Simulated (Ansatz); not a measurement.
## Two structures, one formula

Two relaxed structures of BSiH3O2, closed shell (PBE0-D4/def2-TZVP; forces vanish, vibrations not checked).

A:

```xyz
7
angstrom
O -1.8020 -0.8035 -0.5931
B -0.8014 0.0977 -0.7652
O 0.0889 0.2636 0.2353
Si 1.3078 -0.1673 1.2429
H -2.3964 -0.8411 -1.3446
H 1.0339 0.9199 2.2956
H -0.7035 0.7514 -1.7669
```

B:

```xyz
7
angstrom
O -1.7114 -0.9070 -0.8933
B 1.2554 0.3027 0.8402
O 0.2336 0.3829 -0.0217
Si -0.9950 0.5702 -1.0826
H -2.4925 -1.0480 -1.4346
H 1.0893 0.6574 1.9744
H 2.3119 -0.1141 0.4529
```

Program: Ansatz 0.2.0. Basis: def2-TZVPP. Cores are frozen in the correlated methods. B3LYP uses VWN-RPA correlation.

Question: Which structure is lower at CCSD(T), and by how much? (Judge from chemistry; the value comes from the calculation.)

Answer: The calculation gives: B, by 19.3 kJ/mol (electronic energy, against the other). By their contacts, A is BSiH₃O₂ ([OH][BH][O][SiH]) and B is BSiH₃O₂ ([BH2][O][Si][OH]).

All methods give the same order:

| method | E(B) − E(A) (kJ/mol) |
| --- | --- |
| PBE-D4 | -18.6 |
| r2SCAN-D4 | -23.1 |
| PBE0-D4 | -17.7 |
| B3LYP-D4 | -21.5 |
| wB97M-V | -23.2 |
| HF | -17.1 |
| MP2 | -25.6 |
| CCSD | -18.2 |
| CCSD(T) | -19.3 |

T1 diagnostic: at most 0.016. The restricted Hartree–Fock reference is unstable towards an unrestricted one at one or more of these structures.

Labels in which every atom is bracketed show which atoms are joined, not bond orders.

For scale, one of the runs: CCSD(T)/def2-TZVPP, 177 basis functions, launched by `ansatz run in.yaml --threads 2 --pin off --events-out ev --progress --plain --max-ram 4352MiB`. The run took 14 s on 2 CPU threads of an AMD EPYC 9R45 (shared host), with 1.6 GiB of host memory at its peak.
